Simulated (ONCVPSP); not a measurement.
W (Z = 74), ONCV: configuration errors across variants

- Element: tungsten (W)
- Generator: ONCVPSP 4.0.1
- Type: optimised norm-conserving Vanderbilt (ONCV)
- Functional: LDA (Perdew-Zunger)
- Relativity: scalar-relativistic
- Frozen core: [Kr] 4d10 4f14
- Valence charge: 14
- Reference configuration: 5s2 5p6 5d4 6s1.75 6p0.25
- Partial waves: 5s+6s: rc 1.75 bohr, ncon 4, nbas 7, qcut 9 1/bohr, 2 projectors; 5p+6p: rc 2.50 bohr, ncon 4, nbas 9, qcut 5.4 1/bohr, 2 projectors; 5d: rc 2.50 bohr, ncon 4, nbas 8, qcut 7.3 1/bohr, 3 projectors, debl 2.6 Ha
- Local potential: polynomial inside 1.65 bohr (lpopt 2, dvloc0 0 Ha)
- Core correction: polynomial model core, fcfact 0.2

All-electron excitation energies from the reference (eV): (1) 5s2 5p6 5d4 6s2 6p0 -1.117; (2) 5s2 5p6 5d4 6s1 6p0 8.016; (3) 5s2 5p6 5d4 6s0 6p0 24.043; (4) 5s1 5p6 5d4 6s2 6p0 84.578.

2 further variants failed, have other tests or too few solved ones, and are left out.

A true bound ghost makes a file unfit for plane-wave use even where its test errors are small: the radial tests pick states by their node count and pass the ghost by.

Errors AE − PS in meV (a dash: test not solved or not reliable):

| change | (1) | (2) | (3) | (4) | bound ghosts | GHOST(+) flags above zero |
| --- | --- | --- | --- | --- | --- | --- |
| base | +0.3 | -3.1 | -11 | -294 | none | s |
| all radii but the core radius scaled by about 0.89 (s 1.56, p 2.24, d 2.24 bohr); local potential polynomial inside 1.48 bohr (lpopt 2, dvloc0 0 Ha) | +0.2 | -3.0 | -10.0 | -226 | none | s |
| all radii but the core radius scaled by about 1.05 (s 1.84, p 2.64, d 2.64 bohr); local potential polynomial inside 1.74 bohr (lpopt 2, dvloc0 0 Ha) | +0.2 | -3.2 | -12 | -321 | none | s |
| all radii but the core radius scaled by about 1.13 (s 1.98, p 2.84, d 2.84 bohr); local potential polynomial inside 1.86 bohr (lpopt 2, dvloc0 0 Ha) | +0.2 | -3.4 | -14 | -493 | none | s |
| all radii but the core radius scaled by about 1.23 (s 2.14, p 3.08, d 3.08 bohr); local potential polynomial inside 2.02 bohr (lpopt 2, dvloc0 0 Ha) | +0.2 | -3.9 | -17 | -544 | s | none |

**Question.** Give the same row for: all radii but the core radius scaled by about 0.97 (s 1.70, p 2.42, d 2.42 bohr); local potential polynomial inside 1.60 bohr (lpopt 2, dvloc0 0 Ha).

**Answer.** +0.2, -3.1, -11, -275; bound ghosts: none; GHOST(+) flags above zero: s.
